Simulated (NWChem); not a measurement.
Species: C4H4O2; SMILES O=C1CC=CO1

```xyz
10

O      0.0086     2.0093     0.0000
C     -0.0189     0.8203     0.0000
C     -1.2035    -0.1318     0.0000
C     -0.5467    -1.4724     0.0000
C      0.7716    -1.2640     0.0000
O      1.1272     0.0596     0.0000
H     -1.8322     0.0696    -0.8837
H     -1.8322     0.0696     0.8837
H     -1.0431    -2.4406     0.0000
H      1.6074    -1.9619     0.0000
```
Atoms are numbered in this order, from 1.

Computed with NWChem. All runs use the structure optimised with PBE0/def2-SVP. Total energies of different functionals are on different scales.

```
level                energy (Ha)  highest occupied level (eV)  orbital gap (eV)  dipole (D)
-------------------  -----------  ---------------------------  ----------------  ----------
PBE/def2-TZVP          -305.0363                        -6.09              4.46        3.64
B3LYP/def2-TZVP        -305.3868                        -7.07              6.22        3.87
CAM-B3LYP/def2-TZVP    -305.2531                        -8.62              9.19        3.97
BLYP/def2-TZVP         -305.3035                        -5.96              4.43        3.70
PBE0/def2-TZVP         -305.0428                          ___               ___        3.84
```

Q: Fill in the missing entries.

A: 
- PBE0/def2-TZVP, highest occupied level (eV): -7.27
- PBE0/def2-TZVP, orbital gap (eV): 6.69
